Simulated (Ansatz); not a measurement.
Reaction (atomization): `C[Se]P` → C• + 5 H• + P• + Se•

Computed with Ansatz on PBE0-D4/def2-TZVP structures; ΔE is electronic, products minus reactants. CBS: MP2 limit from def2 TZ/QZ plus the TZ coupled-cluster correction, frozen cores. This one scheme is used for every species, atoms too. DFT in def2-TZVPP. No spin–orbit coupling; open shells (•) take unrestricted orbitals. Spin–orbit coupling would lower the free atoms: a little for C; clearly for Se. For Se outer-core shells are correlated without core-valence functions, so the limit isn't a true one: a few kJ/mol of doubt a bond, and 10 to 20 or more in all where bonds break to atoms. Scalar relativity is left out up to krypton. Each species was taken in one conformer, which may not be the lowest.

`C[Se]P`:

```xyz
8

C    -1.222   -0.674   -0.426
Se    0.431   -0.879    0.591
P     1.225    1.197    0.228
H    -1.000   -0.476   -1.472
H    -1.829    0.124   -0.003
H    -1.750   -1.623   -0.336
H     1.599    1.494    1.565
H     2.546    0.836   -0.147
```

```
             level  ΔE (kcal/mol)
           ωB97X-V          596.0
           r2SCANh          587.6
           r2SCAN0          583.2
CCSD(T)/def2-TZVPP          573.8
```

Task: What does CCSD(T)/CBS give? (An estimate is asked.)

Result: Ansatz gave: +591.6 kcal/mol. The listed levels differ from it by 4.4, -4.0, -8.4, -17.8 kcal/mol.

Largest T1 diagnostic among the species: 0.010.

In def2-TZVPP, CCSD(T) changes the Hartree–Fock value by +157.2 kcal/mol (the triples alone add +8.8 kcal/mol) and MP2 by +155.8 kcal/mol; breaking electron pairs costs correlation energy, which Hartree–Fock lacks. From r2SCAN to r2SCAN0 (25 % exact exchange), in def2-TZVPP and without D4, ΔE moves by −7.6 kcal/mol: exact exchange takes away binding that semilocal exchange gives to molecules. At CCSD(T), def2-SVP lies −46.8 kcal/mol from the extrapolated value and def2-TZVPP −17.8 kcal/mol: correlation converges slowly with the basis, and small sets miss more of it in the bonded molecule than in its fragments.

For atomizations the MP2-based limit and the directly extrapolated one differ by several kJ/mol either way, and by 10 to 25 for some Ge, Se and Sn compounds, so smaller differences from it don't rank the levels.
